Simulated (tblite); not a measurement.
C2H13O2PSi3.
Numbering: `[CH3:1][SiH2:2][O:3][Si@@:4]([CH3:5])([PH2:6])[O:7][SiH3:8]` (hydrogens: H9, H10, H11 on C1; H12, H13 on Si2; H14, H15, H16 on C5; H17, H18 on P6; H19, H20, H21 on Si8)

Geometry (GFN2-xTB, Å), atoms numbered from 1 in this order:
```
atom  x, y, z in Å
C1     2.5098    0.9961    0.7370
Si2    1.8303    0.9116   -1.0297
O3     0.6177   -0.1755   -1.1089
Si4   -0.6450   -0.8271   -0.3272
C5    -1.5258   -1.9730   -1.5553
P6     0.1134   -1.6899    1.6002
O7    -1.6974    0.3388    0.0867
Si8   -1.9220    1.8774    0.5457
H9     1.7739    1.4209    1.4162
H10    2.7491    0.0014    1.1083
H11    3.4093    1.6008    0.8013
H12    2.7909    0.3562   -1.9845
H13    1.2871    2.2030   -1.4582
H14   -2.4245   -2.3921   -1.1153
H15   -0.8814   -2.7939   -1.8515
H16   -1.8125   -1.4313   -2.4505
H17    0.8097   -2.7265    0.9995
H18   -0.9922   -2.4901    1.8295
H19   -1.2020    2.1072    1.7996
H20   -3.3718    1.9436    0.7050
H21   -1.4254    2.7594   -0.5100
```

Calculated harmonic vibrations of the isolated species, GFN2-xTB (tblite), most abundant isotopes, no scaling. The method is semi-empirical: single wavenumbers can be off by several per cent or more. Modes of hydrogen on phosphorus and silicon can be 10 to 20 % off. One conformer, not necessarily the lowest. The optimisation stopped once no atom felt more than 0.01 eV/Å.

Lowest wavenumbers of the output (negative numbers stand for imaginary wavenumbers):
```
mode    cm-1
  1     -29.5
  2      25.2
  3      50.7
  4      61.6
  5      65.9
  6      81.0
  7      89.4
  8      99.9
  9     112.7
 10     128.8
```

Q: Is this structure a minimum?

A: Not by this Hessian. 1 mode is imaginary beyond 20i (30i cm⁻¹), so at this level the point lies at or near a first-order saddle. The curvature is small, so loose convergence or finite differences may be the whole cause.

Q: Which atoms move in the imaginary mode?

A: 30i: C1 (Si-methyl carbon) 27 %, H21 (Si–H hydrogen) 13 %, Si8 (oxygen-bound silicon) 12 %, H19 (Si–H hydrogen) 10 %. These are shares of the mass-weighted motion.

Q: What is the remedy?

A: Step along that mode in both directions, optimise again with tighter thresholds and repeat the frequencies. The zero-point energy of this point (88.3 kcal/mol) counts the 56 real modes alone, and thermal corrections from it aren't those of a minimum.

The run took 1.1 s wall on an Arm Neoverse V2 with one thread, no GPU (shared host). The figure is for the frequency step alone.
